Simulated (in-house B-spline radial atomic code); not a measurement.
F³⁺ is squeezed into an impenetrable sphere of radius R (the orbitals vanish at R). No spin polarisation. Method: scalar-relativistic (X2C) PBE, spherical fractional occupations, Fermi nucleus of rms radius 2.8976 fm. Calculated with a radial B-spline atomic code at the basis-set limit.

Energies in eV above the free ion in [He] 2s2 2p2:

| R (bohr) | highest level (eV) | [He] 2s2 2p2 | [He] 2s1 2p3 |
| --- | --- | --- | --- |
| 7.66 | -72.8 | 0 | 18.51 |
| 6.96 | -72.8 | 0 | 18.51 |
| 4.62 | -72.8 | 0.0002665 | 18.51 |
| 4.53 | -72.8 | 0.0003863 | 18.51 |
| 3.71 | -72.7 | 0.01117 | 18.52 |
| 2.99 | -72.5 | 0.1985 | 18.75 |
| 2.64 | -72 | 0.7688 | 19.39 |
| 2.27 | -70.3 | 3.095 | 21.89 |
| 1.74 | -61.3 | 21.35 | 40.2 |
| 1.43 | -45.2 | 65.07 | 82.06 |

(1) Does [He] 2s1 2p3 fall below [He] 2s2 2p2 under compression?

Results:

(1) No, it stays above over the whole range.
